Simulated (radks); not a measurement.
The numbers below are computed, except where a source is named.
Problem. Ionisation of neutral hafnium, [Xe] 4f14 5d2 6s2, to Hf+, [Xe] 4f14 5d1 6s2, under several functionals. Dirac Kohn-Sham, spin-unpolarised, spherical densities, finite nucleus; open shells fill j = l - 1/2 first; a radial shooting solver on a logarithmic mesh with Libxc functionals. The NIST Atomic Spectra Database gives 6.825 eV (measured). Rank these functionals by the error of their Delta-SCF ionisation energy: revPBE; exchange-only PBE; OLYP; exchange-only B88; AM05; RPBE; LDA (Slater exchange, Perdew-Zunger correlation).

Solution. From best to worst: LDA (Slater exchange, Perdew-Zunger correlation) 6.934 eV (+0.109); AM05 6.702 eV (-0.123); revPBE 6.638 eV (-0.188); RPBE 6.629 eV (-0.196); OLYP 6.510 eV (-0.315); exchange-only B88 5.847 eV (-0.979); exchange-only PBE 5.839 eV (-0.986). Spin polarisation and multiplet splitting are left out, so open shells lie too high by an amount that depends on their filling.

Beside tabulated values, note that spin-unpolarised runs miss the spin-polarisation part of the exchange energy of open shells.
